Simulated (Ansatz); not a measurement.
Species: BI, charge 0, multiplicity 1. 
Geometry from a B3LYP-D3(BJ)/def2-TZVP (Ansatz, a program for electronic structure) optimisation:
```xyz
2

B      0.0000     0.0000    -1.9574
I      0.0000     0.0000     0.1847
```

Basis-set convergence of Hartree-Fock and CCSD correlation energies (hartree) with Ansatz. Correlated levels leave the core frozen unless marked. Spin-orbit coupling is left out. The frozen core is the preceding noble-gas configuration, with the filled d and f shells of earlier blocks. In def2 rows, elements after Kr have scalar-relativistic effective core potentials.

The Hartree-Fock reference is unstable (checked in the largest basis), which strains HF and MP2. 

```tsv
basis	functions	E(HF)	E(corr, CCSD)
def2-SVP	40	-321.23227	-0.18553
def2-TZVPP	81	-321.27257	-0.23795
def2-QZVPP	139	-321.27438	-0.25934
```

Extrapolating the two largest sets (X = 3 and 4) as X^-3: E(corr) = (64·(-0.25934) - 27·(-0.23795))/37 = -0.2749 Eh, an estimate of the basis-set limit. The largest set recovers 94.3 % of it, the smallest 67.5 %.
